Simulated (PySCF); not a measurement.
C5H10FN3Si.
SMILES with atom numbers: `[N:1]#[C:2][CH2:3][Si@@H:4]1[NH:5][CH2:6][C@H:7]([CH2:8][F:9])[NH:10]1`

Cartesian coordinates in Å at the GFN2-xTB level; atoms count from 1:
```xyz
20
C5H10FN3Si angstrom
N      3.503    2.408   -0.098
C      2.982    1.451   -0.447
C      2.305    0.264   -0.847
Si     1.146   -0.288    0.570
N      0.112   -1.531   -0.015
C     -1.203   -1.381    0.574
C     -1.455    0.127    0.666
C     -2.013    0.660   -0.659
F     -3.290    0.197   -0.862
N     -0.178    0.724    0.965
H      1.756    0.463   -1.768
H      3.045   -0.510   -1.048
H      1.930   -0.538    1.787
H      0.393   -2.491   -0.120
H     -1.961   -1.861   -0.050
H     -1.249   -1.819    1.579
H     -2.182    0.344    1.459
H     -2.069    1.754   -0.656
H     -1.402    0.313   -1.497
H     -0.174    1.725    1.053
```

Definitions: NICS(0) = −σiso at the ring centroid; NICS(1) = −σiso and NICS(1)zz = −σzz at ±1 Å along the ring normal z. Level: GIAO PBE0/pcSseg-1 (PySCF, non-relativistic, gas phase) on the GFN2-xTB geometry, one conformer.

Ring bond lengths (Å), with Mayer bond orders in brackets: Si4–N5 1.720 (0.96), N5–C6 1.448 (0.96), C6–C7 1.532 (1.01), C7–N10 1.441 (0.94), N10–Si4 1.713 (1.01).

What do the NICS probes read (ppm)?

| ring | type | NICS(0) | NICS(1), two faces | NICS(1)zz, two faces | rms pucker (Å) | centre to ring atoms, mean (Å) |
| --- | --- | --- | --- | --- | --- | --- |
| Si4–N5–C6–C7–N10 | 5-membered ring with 2 N and Si; formal bonds all single | -8.0 | -3.8 / -2.5 | -3.2 / -3.6 | 0.15 | 1.32 |

What can be read from them?

- Si4–N5–C6–C7–N10: mean NICS(1)zz -3.4 ppm, shielded. Si4, C6, C7 have four or more neighbours; no verdict on aromaticity is drawn.

Hardware: an Arm Neoverse N1 with one thread, shared host with 64 logical CPUs at a one-minute load of 61. Cost: 95 s of wall time, 1.1 GiB resident at most. This is the whole shielding run at PBE0/pcSseg-1, SCF included.
